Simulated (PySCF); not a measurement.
**Spinor energies of Ar(16+) (argon, charge +16)**

Start: 1s2. Calculated with PySCF 2.14 in an even-tempered Gaussian basis (15 s from 13 bohr⁻², ratio 2.4; 9 p from 18 bohr⁻², ratio 2.4; 3 d from 56 bohr⁻², ratio 2.6; 3 f from 85 bohr⁻², ratio 2.6): generalised Hartree-Fock with the X2C-1e Hamiltonian and a Gaussian nucleus; one run each with spin-orbit coupling (SO) switched off, then screened by Boettger's factors.

| spinor shell | electrons | ε, spin-free (eV) | ε, screened SO (eV) | weight of nominal j (screened SO) | rms radius, screened SO (bohr) |
| --- | --- | --- | --- | --- | --- |
| 1s1/2 | 2 | -4122.9 | -4122.9 | 1.000 | 0.0977 |

| quantity | spin-free | screened SO |
| --- | --- | --- |
| E (hartree) | -314.16249 | -314.16249 |
| M_J | 0 | 0 |
| ⟨J²⟩ | 0.000 | 0.000 |
| ⟨L²⟩ | 0.000 | 0.000 |
| ⟨S²⟩ | 0.000 | 0.000 |

Without spin-orbit coupling the j labels of p, d and f shells carry no meaning; the spin-free column gives the mean over the occupied spinors of each nl shell.
